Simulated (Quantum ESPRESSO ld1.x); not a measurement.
The numbers below are computed, except where a source is named.
One sound ld1.x (Quantum ESPRESSO 7.5) input for the selenium ion Se2+ gives E = -2396.9662 hartree in 26 iterations:

```
 &input
    zed=34.0,
    iswitch=1,
    rel=0,
    lsd=1,
    dft='PZ',
    config='[Ar] 3d10 4s2 4p2',
    prefix='ld1',
    max_out_wfc=37,
    file_charge='ld1.rho',
 /
```

Changed or added lines, one case at a time, and what came of them:

- config='[Ar] 3d10 4s2 4p2 5p2': ran as typed. The string holds 34 electrons for Z = 34, so the species has charge 0 and is not the one meant. The run is valid for that other species.
- zval=1: refused. The program stops in ld1_readin with "reading input namelist": the namelist holds a keyword that &input does not know.
- beta=0.005: not converged. So little new potential is mixed in that the limit of 200 iterations comes first; the energy is off by -0.004813 hartree.
- dft='BLYP': silently wrong. The run ends normally, but in this build (ld1.x 7.5) Etot and Exc of a spin-polarised run lack the gradient corrections of exchange and correlation and come out near their LSDA values (nitrogen, PBE: -54.132 hartree against -54.536 from two other codes). The eigenvalues and orbitals are those of the GGA; the energies must not be used.
- rmax=1000.0: harmless. The energy moves by less than 1e-5 hartree against the default mesh (-2396.9662 hartree).
- config='[Ar] 3d10 4s2 4p2 5d-1': harmless. A negative occupation marks a state as unused; the result equals that of the sound run.
- xmin=0.0: ignored. A value of zero is read as not set, so the default xmin is used, as the mesh line shows.
